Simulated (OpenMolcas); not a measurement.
**Lines of I+: computed and rescaled rates**

* Program: OpenMolcas
* Method: CASSCF
* Basis: ANO-R3 [8s7p5d4f3g2h]
* Scalar Hamiltonian: X2C, finite nucleus
* Active space: 6 electrons in 4 orbitals (5s 5p)
* State averaging: 2S+1 = 3 even, 3 roots; 2S+1 = 1 even, 6 roots; 2S+1 = 3 odd, 3 roots; 2S+1 = 1 odd, 3 roots
* Spin-orbit coupling: state interaction with AMFI integrals over the reference wave functions, term energies averaged over their components

Rates come from the transition moments of the reference wave functions (E1 and E2 in the length form). At fixed line strength A goes as λ^-3 for E1 and M1 and as λ^-5 for E2, so a rate at the computed wavelength can be rescaled to the measured one. Measured vacuum wavelengths follow from level energies in NIST Handbook of Basic Atomic Spectroscopic Data. Branching counts decays inside the model space alone, at computed energies, and the table is only a selection of the E2 and M1 lines, drawn from those between levels with measured partners whose computed energy lies within a factor of 1.5 of the measured one.

```tsv
Upper	Lower	Type	λ computed (nm)	λ measured (nm)	A computed (s-1)	A rescaled (s-1)	Branching %
5s2 5p4 1S0	5s2 5p4 3P1	M1	462.3	446.1	7.18e+01		97.1
5s2 5p4 1D2	5s2 5p4 3P2	M1	644.9	728.5	8.80e+00		90.1
5s2 5p4 3P1	5s2 5p4 3P2	M1	1603	1411	5.14e+00	7.54e+00	99.8
5s2 5p4 1S0	5s2 5p4 1D2	E2	808.9	634	1.78e+00	6.02e+00	2.4
5s2 5p4 1D2	5s2 5p4 3P1	M1	1079	1506	6.68e-01		6.8
5s2 5p4 1D2	5s2 5p4 3P2	E2	644.9	728.5	2.87e-01		2.9
5s2 5p4 3P0	5s2 5p4 3P2	E2	1663	1551	1.59e-02	2.25e-02	100.0
```

Spin-changing lines and M1 lines between different terms are not rescaled, since their strength hangs on the term gaps too.

The largest correction is for 5s2 5p4 1S0 → 5s2 5p4 1D2 (E2): 1.78e+00 × (808.9 / 634)^5 = 6.02e+00 s-1, a factor of 3.38.

The computed rate and branching of 5s2 5p4 3P0 → 5s2 5p4 3P2 give the upper level a radiative lifetime of 1.000 / 1.59e-02 s-1 = 6.29e+01 s, counting decays inside the model space alone. The rescaled rate gives about 4.4e+01 s.

No measured rate stands beside these. Rescaling mends the energy factor alone: line strengths can still be far off where a level mixes with configurations outside the active space, and weak or spin-changing lines hang on small mixing coefficients that depend on the term gaps too, so rescaling need not improve them.

Computed and measured levels are paired by configuration, term and J; levels that our copy of the source lacks, or whose pairing is in doubt (as where it misses far off the trend of its configuration), stay unpaired. Only configurations of the active space appear.
